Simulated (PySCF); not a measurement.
Species: C₆H₇NOS.
Atom-mapped SMILES: `[CH3:1][S@@:2](=[O:3])[c:4]1[cH:5][cH:6][n:7][cH:8][cH:9]1` (hydrogens: H10, H11, H12 on C1; H13 on C5; H14 on C6; H15 on C8; H16 on C9)

Structure used (GFN2-xTB), in Å, numbered top down from 1:
```xyz
16
C6H7NOS angstrom
C      2.4461    0.2251    0.2466
S      1.5306   -0.1168   -1.3286
O      1.7314   -1.5357   -1.6111
C     -0.1031   -0.0064   -0.5052
C     -0.6731    1.2213   -0.2145
C     -1.9156    1.2202    0.4042
N     -2.5694    0.1156    0.7174
C     -2.0195   -1.0490    0.4233
C     -0.7831   -1.1691   -0.1956
H      2.1698   -0.5162    0.9886
H      2.1990    1.2250    0.5831
H      3.5062    0.1520    0.0266
H     -0.1713    2.1440   -0.4617
H     -2.4125    2.1464    0.6607
H     -2.5973   -1.9222    0.6950
H     -0.3457   -2.1252   -0.4404
```

Method: TDDFT wB97X-D/def2-SVPD, vertical, gas phase, core orbitals frozen in the response in PySCF.

Transition dipole moments from the ground state, in atomic units and in the frame of the coordinates above (overall signs are arbitrary), for the states with f of 0.002 or more among the lowest 8:

```
state  E (eV)      μx      μy      μz
   S1   4.875  -0.078  -0.005   0.192
   S3   5.309   0.688  -0.004  -0.036
   S4   5.560   0.112   0.470  -0.046
   S5   6.152  -0.455   0.098   0.073
   S6   6.236  -0.185  -0.480  -0.005
   S7   6.392  -0.156  -0.208  -0.048
   S8   6.536   0.479   0.012   0.025
```

(1) Work out the oscillator strengths.

(2) Which bond between heavy atoms lies closest to the direction of the S3 transition dipole?

(3) What angle do the transition dipoles of S3 and S6 make?

(4) How is the summed strength of these states shared among x, y and z?

(5) What peak molar absorption coefficient would the strongest computed level give as a lone Gaussian band 0.5 eV wide at half height?

## Answers

(1) f = (2/3) ΔE |μ|² with ΔE in hartree (27.2114 eV).

| state | \|μ\|² (au) | \|μ\| (D) | f |
| --- | --- | --- | --- |
| S1 | 0.043 | 0.53 | 0.005 |
| S3 | 0.475 | 1.75 | 0.062 |
| S4 | 0.236 | 1.23 | 0.032 |
| S5 | 0.222 | 1.20 | 0.033 |
| S6 | 0.264 | 1.31 | 0.040 |
| S7 | 0.070 | 0.67 | 0.011 |
| S8 | 0.230 | 1.22 | 0.037 |

(2) C5–C6, S2–C4 and C8–C9, at 23° from it; next C6–N7 and C4–C9 at 60°.

(3) |cos θ| = |μa·μb| / (|μa| |μb|) = 0.35, so θ ≈ 69° (taken between 0 and 90°, since the signs are arbitrary).

(4) (2/3) Σ ΔE μα² gives 0.141 for x, 0.074 for y and 0.006 for z, 0.221 in all.

(5) ε(max) = 2.175×10⁸ f / FWHM, with the width in cm⁻¹. S3: 2.175×10⁸ × 0.0617 / 4033 ≈ 3300 L mol⁻¹ cm⁻¹.

One conformer stands for the species.
